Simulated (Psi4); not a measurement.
C₂H₃O (SMILES C[C]=O), doublet, geometry from GFN2-xTB, with bond 6-2 at 1.3 times its length; CAM-B3LYP/STO-3G in Psi4.

Psi4 was given this input:
```
memory 2 GB

molecule {
0 2
  C    -0.98280623   -0.64031730    0.00918186
  C     0.00892753    0.45680593    0.00356209
  H    -0.51469410   -1.62955370   -0.00565307
  H    -1.60234727   -0.53869636    0.89822118
  H    -1.62802750   -0.52448715   -0.85962290
  O     1.55542716    0.47945162   -0.01884757
}

set basis sto-3g
set reference uks
set guess core

energy('cam-b3lyp')
print_variables()
```

What the program printed (banner, timings and long lists left out):

```
   => Loading Basis Set <=

    Name: STO-3G
    Role: ORBITAL
    Keyword: BASIS

         ---------------------------------------------------------
                                   SCF
               by Justin Turney, Rob Parrish, Andy Simmonett
                          and Daniel G. A. Smith
                              UKS Reference
         ---------------------------------------------------------

  ==> Geometry <==

    Molecular point group: c1
    Full point group: C1

    Geometry (in Angstrom), charge = 0, multiplicity = 2:

       Center              X                  Y                   Z               Mass
    ------------   -----------------  -----------------  -----------------  -----------------
         C           -1.201735997680    -0.704309544685     0.011862919574    12.000000000000
         C           -0.210002237680     0.392813685315     0.006243149574    12.000000000000
         H           -0.733623867680    -1.693545944685    -0.002972010426     1.007825032230
         H           -1.821277037680    -0.602688604685     0.900902239574     1.007825032230
         H           -1.846957267680    -0.588479394685    -0.856941840426     1.007825032230
         O            1.336497392320     0.415459375315    -0.016166510426    15.994914619570

  Running in c1 symmetry.

  Rotational constants: A =      2.67740  B =      0.26035  C =      0.24816 [cm^-1]
  Rotational constants: A =  80266.29417  B =   7805.13963  C =   7439.62267 [MHz]
  Nuclear repulsion =   56.486282626414862

  Charge       = 0
  Multiplicity = 2
  Electrons    = 23
  Nalpha       = 12
  Nbeta        = 11

  ==> Algorithm <==

  SCF Algorithm Type is DF.
  DIIS enabled.
  MOM disabled.
  Fractional occupation disabled.
  Guess Type is CORE.
  Energy threshold   = 1.00e-06
  Density threshold  = 1.00e-06
  Integral threshold = 1.00e-12

  ==> Primary Basis <==

  Basis Set: STO-3G
    Blend: STO-3G
    Number of shells: 12
    Number of basis functions: 18
    Number of Cartesian functions: 18
    Spherical Harmonics?: true
    Max angular momentum: 1

  ==> DFT Potential <==

   => LibXC <=

    Version 7.1.2
    S. Lehtola, C. Steigemann, M. J. T. Oliveira, and M. A. L. Marques,  SoftwareX 7, 1–5 (2018) (10.1016/j.softx.2017.11.002)

   => Composite Functional: CAM-B3LYP <=

    CAM-B3LYP Hyb-GGA Exchange-Correlation Functional

    T. Yanai, D. P. Tew, and N. C. Handy,  Chem. Phys. Lett. 393, 51 (2004) (10.1016/j.cplett.2004.06.011)

    Deriv               =              1
    GGA                 =           TRUE
    Meta                =          FALSE

    Exchange Hybrid     =           TRUE
    MP2 Hybrid          =          FALSE

   => Exchange Functionals <=

    0.3500         Becke 88 [omega = 0.3300]
    0.4600   Short-range recipe for B88 functional - erf [omega = 0.3300]

   => Exact (HF) Exchange <=

    0.4600            HF,LR [omega = 0.3300]
    0.1900               HF

   => Correlation Functionals <=

    0.1900   Vosko, Wilk & Nusair (VWN5)
    0.8100   Lee, Yang & Parr

   => LibXC Density Thresholds  <==

    XC_HYB_GGA_XC_CAM_B3LYP:  1.00E-14

   => Molecular Quadrature <=

    Radial Scheme          =       TREUTLER
    Pruning Scheme         =           NONE
    Nuclear Scheme         =       TREUTLER

    Blocking Scheme        =         OCTREE
    BS radius alpha        =              1
    Pruning alpha          =              1
    Radial Points          =             75
    Spherical Points       =            302
    Total Points           =         128736
    Total Blocks           =           1021
    Max Points             =            256
    Max Functions          =             18
    Weights Tolerance      =       1.00E-15

   => Loading Basis Set <=

    Name: (STO-3G AUX)
    Role: JKFIT
    Keyword: DF_BASIS_SCF

  ==> Integral Setup <==

  SCF_SUBTYPE=INCORE selected. In-core MEM_DF algorithm will be used.
  Using in-core AOs.

  ==> MemDFJK: Density-Fitted J/K Matrices <==

[...]
   @DF-UKS iter  70:  -150.98810654831343   -1.50205e-04   5.34261e-04 DIIS/ADIIS
   @DF-UKS iter  71:  -150.98801787617631    8.86721e-05   5.38726e-04 DIIS/ADIIS
   @DF-UKS iter  72:  -150.98801905650211   -1.18033e-06   5.32364e-04 DIIS/ADIIS
   @DF-UKS iter  73:  -150.98802598444328   -6.92794e-06   5.63141e-04 DIIS/ADIIS
   @DF-UKS iter  74:  -150.98801870596159    7.27848e-06   5.19286e-04 DIIS/ADIIS
   @DF-UKS iter  75:  -150.98803722493881   -1.85190e-05   5.73571e-04 DIIS/ADIIS
   @DF-UKS iter  76:  -150.98803121029192    6.01465e-06   5.47953e-04 DIIS/ADIIS
   @DF-UKS iter  77:  -150.98803870795300   -7.49766e-06   5.71582e-04 DIIS/ADIIS
   @DF-UKS iter  78:  -150.98406244582898    3.97626e-03   3.44858e-03 DIIS/ADIIS
   @DF-UKS iter  79:  -150.98792959999091   -3.86715e-03   2.64191e-04 DIIS/ADIIS
   @DF-UKS iter  80:  -150.98785543566092    7.41643e-05   4.42719e-04 DIIS/ADIIS
   @DF-UKS iter  81:  -150.98798182176367   -1.26386e-04   3.56485e-04 DIIS/ADIIS
   @DF-UKS iter  82:  -150.98806980189576   -8.79801e-05   6.59889e-04 DIIS/ADIIS
   @DF-UKS iter  83:  -150.98804340168866    2.64002e-05   9.33621e-04 DIIS/ADIIS
   @DF-UKS iter  84:  -150.98803662118786    6.78050e-06   1.02247e-03 DIIS/ADIIS
   @DF-UKS iter  85:  -150.98776873723952    2.67884e-04   5.69021e-04 DIIS/ADIIS
   @DF-UKS iter  86:  -150.98788052369181   -1.11786e-04   4.22192e-04 DIIS/ADIIS
   @DF-UKS iter  87:  -150.98800368176330   -1.23158e-04   4.96985e-04 DIIS/ADIIS
   @DF-UKS iter  88:  -150.98792838054112    7.53012e-05   3.83088e-04 DIIS/ADIIS
   @DF-UKS iter  89:  -150.98782276126272    1.05619e-04   4.86152e-04 DIIS/ADIIS
   @DF-UKS iter  90:  -150.98777976786653    4.29934e-05   5.44337e-04 DIIS/ADIIS
   @DF-UKS iter  91:  -150.98778586911024   -6.10124e-06   5.28416e-04 DIIS/ADIIS
   @DF-UKS iter  92:  -150.98776590709508    1.99620e-05   5.56399e-04 DIIS/ADIIS
   @DF-UKS iter  93:  -150.98783288435439   -6.69773e-05   4.64475e-04 DIIS/ADIIS
   @DF-UKS iter  94:  -150.98790814905669   -7.52647e-05   3.67417e-04 DIIS/ADIIS
   @DF-UKS iter  95:  -150.98799188582305   -8.37368e-05   3.88982e-04 DIIS/ADIIS
   @DF-UKS iter  96:  -150.98787379215105    1.18094e-04   4.13914e-04 DIIS/ADIIS
   @DF-UKS iter  97:  -150.98788539863733   -1.16065e-05   3.96563e-04 DIIS/ADIIS
   @DF-UKS iter  98:  -150.98790225142608   -1.68528e-05   3.83882e-04 DIIS/ADIIS
   @DF-UKS iter  99:  -150.98792271640028   -2.04650e-05   3.62613e-04 DIIS/ADIIS
   @DF-UKS iter 100:  -150.98779043001821    1.32286e-04   5.28099e-04 DIIS/ADIIS

PsiException: Could not converge SCF iterations in 100 iterations.

  Failed to converge.

Traceback (most recent call last):
  File "psi4", line 375, in <module>
  File "<string>", line 28, in <module>
  File "site-packages/psi4/driver/driver.py", line 533, in energy
  File "site-packages/psi4/driver/procrouting/proc.py", line 2760, in run_scf
  File "site-packages/psi4/driver/procrouting/proc.py", line 2047, in scf_helper
  File "site-packages/psi4/driver/procrouting/scf_proc/scf_iterator.py", line 93, in scf_compute_energy
  File "site-packages/psi4/driver/procrouting/scf_proc/scf_iterator.py", line 86, in scf_compute_energy
  File "site-packages/psi4/driver/procrouting/scf_proc/scf_iterator.py", line 609, in scf_iterate

psi4.driver.p4util.exceptions.SCFConvergenceError: Could not converge SCF iterations in 100 iterations.

Printing out the relevant lines from the Psithon --> Python processed input file:
    """)
    core.IO.set_default_namespace("")
    core.set_global_option("BASIS", "sto-3g")
    core.set_global_option("REFERENCE", "uks")
    core.set_global_option("GUESS", "core")
--> energy('cam-b3lyp')
    print_variables()

!-------------------------------------------------------!
!                                                       !
!  Could not converge SCF iterations in 100 iterations. !
!                                                       !
!-------------------------------------------------------!
```

Convergence was not reached.
